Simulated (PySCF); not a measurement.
Xe²⁺ (xenon, charge +2) across methods

[Kr] 4d10 5s2 5p3 6s1, high-spin 5S determinant (an excited configuration). Computed with PySCF 2.14 in aug-cc-pVTZ-DK3 (8s7p5d2f, 68 functions), with scalar relativity by spin-free X2C-1e.

| method | E (hartree) | mean ε 5s β (eV) | mean ε 5p α (eV) | mean ε 6s α (eV) | Σ⟨r²⟩ (bohr²) | ⟨S²⟩ |
| --- | --- | --- | --- | --- | --- | --- |
| PBE | -7443.99 | -41.415 | -31.180 | -13.680 | 54.83 | 6.001 |
| wB97X-V | -7444.11 | -45.394 | -35.029 | -15.631 | 55.29 | 6.001 |
| LDA | -7437.68 | -41.977 | -31.261 | -13.917 | 54.62 | 6.000 |
| M06 | -7444.57 | -43.418 | -32.391 | -14.100 | 55.13 | 6.000 |
| r2SCAN | -7444.39 | -41.432 | -31.880 | -13.607 | 55.60 | 6.001 |
| TPSS | -7444.08 | -41.235 | -31.353 | -13.502 | 55.12 | 6.001 |
| M06-L | -7444.23 | -41.370 | -31.173 | -13.418 | 55.60 | 6.001 |
| PBE0 | -7444.06 | -42.598 | -32.761 | -14.196 | 55.06 | 6.001 |

Estimate the same row for UHF.

E (hartree) = -7441.48991; mean ε 5s β (eV) = -44.641; mean ε 5p α (eV) = -36.617; mean ε 6s α (eV) = -15.365; Σ⟨r²⟩ (bohr²) = 56.39; ⟨S²⟩ = 6.001.

The outer electron is Rydberg-like, and this basis confines it to a smaller radius and binds it less than a complete one would.
